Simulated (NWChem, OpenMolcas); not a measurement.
## How basis sets differ on BNH3OF (SMILES NB(O)F)

BNH3OF has 7 atoms, charge 0, and is taken as a singlet. As SMILES, `NB(O)F`. Geometry: relaxed at PBE0-D4/def2-TZVP. This is one conformer, not always the lowest.

```csv
atom,x (Å),y (Å),z (Å)
N,-0.5318,0.7534,-0.0321
B,0.0393,-0.5057,-0.2888
O,1.1063,-1.0443,0.3670
F,-0.4948,-1.2582,-1.2563
H,-1.3204,1.0817,-0.5597
H,-0.2101,1.3943,0.6685
H,1.4727,-0.4892,1.0557
```

Each level gives the dipole moment (D). The values are calculated.

```tsv
level	kind	program	value (D)	CPU time
HF/ANO-XS-MB (DKH2)	Hartree–Fock	OpenMolcas	4.95	3.1 s
HF/STO-3G	Hartree–Fock	NWChem	2.84	3.6 s
HF/3-21G	Hartree–Fock	OpenMolcas	4.40	1.9 s
HF/6-311+G**	Hartree–Fock	OpenMolcas	3.93	13 s
```

The values span 2.84 to 4.95 D. Magnitudes only. Sets without polarisation functions give poor dipoles. CPU times are rough (shared hosts, several kinds of processor and program).
